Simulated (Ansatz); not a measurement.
One change: `[SiH3]C(Cl)I` becomes `CC(Cl)I`.

Ansatz, PBE0-D4/def2-TZVP geometries, multiplicity 1. 

Elements past krypton have def2 core potentials.

```
                                                                                  property  `[SiH3]C(Cl)I`
                                                       HOMO energy (B3LYP/def2-TZVPP) / eV           -7.31
                                        size of the dipole moment (ωB97M-V/def2-TZVPP) / D            1.28
                                                      HOMO–LUMO gap (PBE0/def2-TZVPP) / eV            5.93
                                                     HOMO–LUMO gap (B3LYP/def2-TZVPP) / eV            5.47
ideal-gas entropy at 298 K and 1 bar (rigid rotor, harmonic PBE0-D4/def2-TZVP) / J/(mol·K)             347
                                                         LUMO energy (PBE/def2-TZVPP) / eV           -2.51
```

Problem. What does the change do to each property? (An estimate is asked.)

Solution. Ansatz gave: 
```json
{"property": "HOMO energy (B3LYP/def2-TZVPP) / eV", "`CC(Cl)I`": "-7.25", "shift": "0.06"}
{"property": "size of the dipole moment (ωB97M-V/def2-TZVPP) / D", "`CC(Cl)I`": "1.84", "shift": "0.56"}
{"property": "HOMO–LUMO gap (PBE0/def2-TZVPP) / eV", "`CC(Cl)I`": "6.16", "shift": "0.23"}
{"property": "HOMO–LUMO gap (B3LYP/def2-TZVPP) / eV", "`CC(Cl)I`": "5.67", "shift": "0.20"}
{"property": "ideal-gas entropy at 298 K and 1 bar (rigid rotor, harmonic PBE0-D4/def2-TZVP) / J/(mol·K)", "`CC(Cl)I`": "323", "shift": "-24"}
{"property": "LUMO energy (PBE/def2-TZVPP) / eV", "`CC(Cl)I`": "-2.24", "shift": "0.27"}
```

With PBE0 the HOMO rises by 0.05 eV and the LUMO rises by 0.28 eV, so the gap widens by about 0.23 eV. PBE moves the HOMO by 0.06 eV and ωB97M-V by 0.04 eV. Dipoles are sizes alone; their direction can turn.

B3LYP here is the variant with VWN-RPA as its local correlation; programs differ in this.

Spin–orbit coupling is left out; it splits and shifts lone-pair levels of the heavy atoms by tenths of an eV.
